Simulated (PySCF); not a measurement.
## SrB: frontier orbitals

r²SCAN0 at R = 2.448 Å; basis Sr def2-TZVPP with ECP28, B def2-TZVPP; scalar-relativistic core potentials; PySCF 2.14. State: ⁴Σ⁻ (quartet), unpaired electrons σ ↑, π ↑↑. Only the outer orbitals are listed, counted within each symmetry, core potentials removing the inner ones.

```json
{"spin": "α", "orbital": "2σ", "occ.": "1", "ε (eV)": "-45.15", "on Sr (%)": "100", "main shells (%)": "100 Sr s"}
{"spin": "α", "orbital": "1π", "occ.": "1", "ε (eV)": "-25.25", "on Sr (%)": "100", "main shells (%)": "100 Sr p"}
{"spin": "α", "orbital": "1π", "occ.": "1", "ε (eV)": "-25.25", "on Sr (%)": "100", "main shells (%)": "100 Sr p"}
{"spin": "α", "orbital": "3σ", "occ.": "1", "ε (eV)": "-25.22", "on Sr (%)": "99", "main shells (%)": "99 Sr p"}
{"spin": "α", "orbital": "4σ", "occ.": "1", "ε (eV)": "-10.54", "on Sr (%)": "9", "main shells (%)": "91 B s"}
{"spin": "α", "orbital": "2π", "occ.": "1", "ε (eV)": "-4.48", "on Sr (%)": "24", "main shells (%)": "76 B p, 18 Sr d"}
{"spin": "α", "orbital": "2π", "occ.": "1", "ε (eV)": "-4.48", "on Sr (%)": "24", "main shells (%)": "76 B p, 18 Sr d"}
{"spin": "α", "orbital": "5σ", "occ.": "1", "ε (eV)": "-4.26", "on Sr (%)": "76", "main shells (%)": "66 Sr s, 21 B p, 10 Sr p"}
{"spin": "α", "orbital": "6σ", "occ.": "0", "ε (eV)": "-1.75", "on Sr (%)": "48", "main shells (%)": "53 B p, 24 Sr s, 18 Sr d"}
{"spin": "α", "orbital": "3π", "occ.": "0", "ε (eV)": "-0.99", "on Sr (%)": "99", "main shells (%)": "69 Sr p, 30 Sr d"}
{"spin": "α", "orbital": "3π", "occ.": "0", "ε (eV)": "-0.99", "on Sr (%)": "99", "main shells (%)": "69 Sr p, 30 Sr d"}
{"spin": "β", "orbital": "2σ", "occ.": "1", "ε (eV)": "-44.96", "on Sr (%)": "100", "main shells (%)": "100 Sr s"}
{"spin": "β", "orbital": "1π", "occ.": "1", "ε (eV)": "-25.05", "on Sr (%)": "100", "main shells (%)": "100 Sr p"}
{"spin": "β", "orbital": "1π", "occ.": "1", "ε (eV)": "-25.05", "on Sr (%)": "100", "main shells (%)": "100 Sr p"}
{"spin": "β", "orbital": "3σ", "occ.": "1", "ε (eV)": "-24.94", "on Sr (%)": "98", "main shells (%)": "98 Sr p"}
{"spin": "β", "orbital": "4σ", "occ.": "1", "ε (eV)": "-7.88", "on Sr (%)": "9", "main shells (%)": "88 B s"}
{"spin": "β", "orbital": "5σ", "occ.": "0", "ε (eV)": "-1.82", "on Sr (%)": "94", "main shells (%)": "65 Sr s, 29 Sr p"}
{"spin": "β", "orbital": "6σ", "occ.": "0", "ε (eV)": "-0.56", "on Sr (%)": "45", "main shells (%)": "40 B p, 38 Sr d, 15 B s"}
{"spin": "β", "orbital": "2π", "occ.": "0", "ε (eV)": "-0.53", "on Sr (%)": "92", "main shells (%)": "70 Sr d, 22 Sr p"}
```

Problem. Which are the highest filled and the lowest empty level, where do they sit, and how wide is the gap?

Solution. Highest filled α 5σ at -4.26 eV (in %: 66 Sr s, 21 B p, 10 Sr p); lowest empty β 5σ at -1.82 eV (in %: 65 Sr s, 29 Sr p); the gap at r²SCAN0 is 2.44 eV.

```json
{"bond order (Mayer)": "1.31", "⟨S²⟩": "3.778", "charge on Sr (Mulliken, basis-dependent)": "0.63", "charge on Sr (Löwdin, basis-dependent)": "0.43", "dipole moment (positive dipole means Sr(−)B(+))": "-5.03 D"}
```

Spin–orbit coupling is left out. The state is the lowest determinant that a PBE0 search found; another state may lie lower at other levels.
